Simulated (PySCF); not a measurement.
# Functional dependence of a UV spectrum

Species: CH7AlAsN.
SMILES: `C=[N][AlH2-][AsH3+]`

Linear-response calculations in the def2-SVPD basis (PySCF; singlets by full response, triplets Tamm–Dancoff, core orbitals frozen in the response; HF means time-dependent Hartree–Fock). 'Strongest' is the level of largest summed f among the singlets computed (10 roots, of which the last may lack a degenerate partner); it can jump between rows when another state enters that window. S1 is the lowest singlet of each run and needn't be the same state throughout; f(S1) is that of one state. Isolated species at its PBE0-D3(BJ)/def2-SVP geometry, gas phase. The LDA/def2-SVPD calculation is non-relativistic and has no spin–orbit coupling, an omission that weighs most on arsenic.

```
functional                               kind  S1 (eV)  f(S1)  strongest (eV)  T1 (eV)  HOMO (eV)  gap (eV)  ionisation energy, ΔSCF (eV)
       LDA                                LDA     3.22  0.000            5.05     2.79      -4.97      3.00                          8.02
       PBE                                GGA     3.32  0.000            4.40     2.80      -4.87      3.14                          7.87
     B3LYP  global hybrid, 20% exact exchange     3.41  0.000            4.98     2.91      -5.89      5.06                          8.04
      PBE0  global hybrid, 25% exact exchange     3.42  0.000            5.15     2.86      -6.07      5.49                          7.96
 BHandHLYP  global hybrid, 50% exact exchange     3.51  0.000            7.45     2.99      -7.27      7.67                          7.90
 CAM-B3LYP             range-separated hybrid     3.41  0.000            7.19     2.89      -7.40      7.93                          8.10
   wB97X-D             range-separated hybrid     3.45  0.000            7.18     2.98      -7.88      9.21                          8.06
   LC-wPBE             range-separated hybrid     3.41  0.000            6.52     2.84      -8.67     10.28                          8.14
        HF                       Hartree–Fock     3.71  0.000            7.26     3.15      -9.17     11.09                   not settled
```

S1 runs from 3.22 eV (LDA) to 3.71 eV (HF), a spread of 0.49 eV, while the orbital gap spreads over 8.1 eV. −ε(HOMO) comes closest to its own ΔSCF ionisation energy with wB97X-D (-0.17 eV) and misses most with LDA (-3.05 eV). 'Not settled' means that the ion's SCF failed to converge or may have ended in another state than the lowest.
